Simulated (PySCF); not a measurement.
Predicted microwave data (PBE0-D3(BJ)/def2-SVP geometry optimisation, gas phase (PySCF 2.14.0)) for one isomer of C8H13P:

| Quantity | Value |
| --- | --- |
| Rotational constants | A = 2047, B = 1141, C = 865.8 MHz |
| Dipole components | \|μa\| = 0.28 D, \|μb\| = 0.23 D, \|μc\| = 1.33 D |
| Inertial defect | -106.03 u·Å² |
| κ | -0.53 |

Question: Which structure is it? (One computed conformer of each.)
A. `[CH3:1][CH2:2][c:3]1[cH:4][pH:5][c:6]([CH2:7][CH3:8])[cH:9]1` with C1–C2–C3–C4 -114°, P5–C6–C7–C8 56°
B. `[CH3:1][C:2]1=[CH:3][CH2:4][CH2:5][P:6]1[CH:7]1[CH2:8][CH2:9]1` with C5–P6–C7–C8 -100°, C2–C3–C4–C5 14°, C3–C4–C5–P6 -20°, C4–C5–P6–C7 -83°, P6–C7–C8–C9 -108°
C. `[CH:1]#[C:2][CH2:3][P:4]([CH3:5])[CH:6]1[CH2:7][CH2:8][CH2:9]1` with C2–C3–P4–C5 -68°, C3–P4–C6–C7 -179°, P4–C6–C7–C8 138°, C6–C7–C8–C9 -18°, C7–C8–C9–C6 18°, P4–C6–C9–C8 -138°

Answer: B. It is CC1=CCCP1C1CC1, an asymmetric top, point group C1. The candidates at the same level (rigid rotor, commonest isotopes):

```json
{"SMILES": "CCc1c[pH]c(CC)c1", "A (MHz)": "2461", "B (MHz)": "814.5", "C (MHz)": "666.3", "μa (D)": "0.35", "μb (D)": "1.00", "μc (D)": "0.35", "Δ (u·Å²)": "-67.33", "point group": "C1", "rotor": "asymmetric top"}
{"SMILES": "CC1=CCCP1C1CC1", "A (MHz)": "2047", "B (MHz)": "1141", "C (MHz)": "865.8", "μa (D)": "0.28", "μb (D)": "0.23", "μc (D)": "1.33", "Δ (u·Å²)": "-106.03", "point group": "C1", "rotor": "asymmetric top"}
{"SMILES": "C#CCP(C)C1CCC1", "A (MHz)": "3302", "B (MHz)": "713.3", "C (MHz)": "623.1", "μa (D)": "1.05", "μb (D)": "0.18", "μc (D)": "1.25", "Δ (u·Å²)": "-50.42", "point group": "C1", "rotor": "near-prolate asymmetric top"}
```

`CCc1c[pH]c(CC)c1` has B 29 % too low; `C#CCP(C)C1CCC1` has A 61 % too high. No structure here is proved a minimum.
